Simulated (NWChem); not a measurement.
Species: C$_{2}$H$_{2}$ClF$_{3}$; SMILES FC(F)[C@H](F)Cl

```xyz
8

F     -0.2311    -2.0343     0.6149
C      0.4573    -0.9094     0.2630
F      0.9181    -1.0597    -1.0016
C     -0.5078     0.2824     0.3425
F     -1.4900     0.1438    -0.5832
Cl     0.4039     1.8051     0.0784
H      1.3160    -0.7720     0.9599
H     -0.9563     0.3395     1.3570
```
Atoms are numbered in this order, from 1.

Level: PBE-D3(BJ)/def2-SVP (NWChem), optimised geometry, unscaled harmonic frequencies. 

Q: List the harmonic frequencies with IR intensities, and the thermochemistry.

A: 
```json
[
 {"frequency (cm⁻¹)": "74", "IR intensity (km/mol)": "0.7"},
 {"frequency (cm⁻¹)": "194", "IR intensity (km/mol)": "3.3"},
 {"frequency (cm⁻¹)": "238", "IR intensity (km/mol)": "1.9"},
 {"frequency (cm⁻¹)": "329", "IR intensity (km/mol)": "1.6"},
 {"frequency (cm⁻¹)": "395", "IR intensity (km/mol)": "3.6"},
 {"frequency (cm⁻¹)": "535", "IR intensity (km/mol)": "11.5"},
 {"frequency (cm⁻¹)": "751", "IR intensity (km/mol)": "44.6"},
 {"frequency (cm⁻¹)": "797", "IR intensity (km/mol)": "91.9"},
 {"frequency (cm⁻¹)": "886", "IR intensity (km/mol)": "41.5"},
 {"frequency (cm⁻¹)": "1091", "IR intensity (km/mol)": "208.5"},
 {"frequency (cm⁻¹)": "1099", "IR intensity (km/mol)": "20.8"},
 {"frequency (cm⁻¹)": "1170", "IR intensity (km/mol)": "139.3"},
 {"frequency (cm⁻¹)": "1215", "IR intensity (km/mol)": "12.0"},
 {"frequency (cm⁻¹)": "1322", "IR intensity (km/mol)": "7.2"},
 {"frequency (cm⁻¹)": "1349", "IR intensity (km/mol)": "32.4"},
 {"frequency (cm⁻¹)": "1364", "IR intensity (km/mol)": "31.7"},
 {"frequency (cm⁻¹)": "2988", "IR intensity (km/mol)": "29.4"},
 {"frequency (cm⁻¹)": "3018", "IR intensity (km/mol)": "16.2"}
]
```

The zero-point energy is 26.9 kcal/mol and the thermal correction to the enthalpy at 298.15 K (with zero-point energy) comes out as 31.2 kcal/mol. The heat capacity Cv is 19.1 cal/(mol K), the entropy at 298.15 K and 1 atm (symmetry number 1) is 79.4 cal/(mol K) and the dipole moment is 2.00 D.

Rigid rotor and harmonic oscillator; modes under 100 cm⁻¹ make the entropy uncertain.
